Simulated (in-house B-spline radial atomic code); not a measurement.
# Ionising Rh VII (Rh6+) with different functionals

Computed with a B-spline radial code for spherical atoms: scalar-relativistic (spin-free X2C) Hamiltonian, Fermi nucleus of rms radius 4.4945 fm, spin-polarised at highest spin, spherical fractional occupations for the functionals, the average over the highest-spin determinants for Hartree-Fock. The ionisation energy is the difference of two self-consistent energies, [Kr] 4d3 → [Kr] 4d2, without Breit or QED terms; ε is the level of the shell that loses the electron (its least bound occupied spin orbital). There is no spin-orbit coupling in this Hamiltonian.

Hybrids are left out here: with spherical fractional occupations of an open shell their exact exchange keeps a self-interaction that integer-occupation calculations don't have.

| method | rung | ΔSCF (eV) | -ε(4d) (eV) |
| --- | --- | --- | --- |
| Hartree-Fock | Hartree-Fock | ? | ? |
| LDA VWN5 | LDA | 98.26 | 89.41 |
| LDA PW92 | LDA | ? | ? |
| LDA exchange-only | LDA | 96.67 | 87.88 |
| PBE | GGA | 98.20 | 89.37 |
| PBEsol | GGA | 98.15 | 89.32 |
| BLYP | GGA | 97.96 | 89.11 |
| RPBE | GGA | 98.18 | 89.35 |
| PW91 | GGA | 98.28 | 89.45 |
| BP86 | GGA | 98.21 | 89.38 |
| AM05 | GGA | 98.12 | 89.29 |
| OLYP | GGA | 98.61 | 89.75 |
| TPSS | meta-GGA | 98.13 | 89.32 |
| SCAN | meta-GGA | 98.29 | 89.58 |
| r2SCAN | meta-GGA | 98.34 | 89.64 |
| M06-L | meta-GGA | 98.27 | 89.53 |
| revTPSS | meta-GGA | 98.08 | 89.27 |

(1) What does LDA PW92 give?

(2) What does Hartree-Fock give?

(3) How do they compare with the NIST value?

Answers

(1) ΔSCF 98.24 eV, and -ε(4d) = 89.40 eV.

(2) ΔSCF 97.05 eV, and -ε(4d) = 97.82 eV.

(3) NIST lists 97 eV ± 2 (tabulated theory, ground level to ground level). Errors run from -0.33 to +1.61 eV; all lie within about twice that uncertainty, so the table can't rank the methods. Hartree-Fock also lacks correlation.
